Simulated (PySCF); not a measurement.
PySCF 2.14 output of an unrestricted MN15 calculation on a single atom or ion in ANO-RCC-VTZP, with the spin-free X2C one-electron Hamiltonian (Gaussian nucleus):

```
SCF conv_tol = 1e-09
number electrons alpha = 7  beta = 6
    H. S. Yu, X. He, S. L. Li, and D. G. Truhlar.,  Chem. Sci. 7, 5032-5051 (2016)
    H. S. Yu, X. He, S. L. Li, and D. G. Truhlar.,  Chem. Sci. 7, 5032-5051 (2016)
cycle= 1 E= -396.709623100889  delta_E= -0.0107  |g|= 0.0208  |ddm|= 0.0715
cycle= 2 E= -396.709795878226  delta_E= -0.000173  |g|= 0.00465  |ddm|= 0.0136
cycle= 3 E= -396.709806071327  delta_E= -1.02e-05  |g|= 0.00107  |ddm|= 0.0031
cycle= 4 E= -396.709807124589  delta_E= -1.05e-06  |g|= 4.1e-05  |ddm|= 0.00141
cycle= 5 E= -396.709807126044  delta_E= -1.46e-09  |g|= 2.1e-06  |ddm|= 5.19e-05
cycle= 6 E= -396.709807126048  delta_E= -3.81e-12  |g|= 7.45e-08  |ddm|= 2.59e-06
converged SCF energy = -396.709807126048  <S^2> = 0.75255884  2S+1 = 2.0025572
```

The run itself started from symmetry-adapted Hartree-Fock orbitals and held the occupation by maximum overlap, on a logarithmic radial grid, so the iterations belong to that start.

Q: Which element, charge and spin multiplicity is this?

A: S³⁺ (sulfur, charge +3), multiplicity 2; the state was [Ne] 3s2 3p1, 2P determinant.
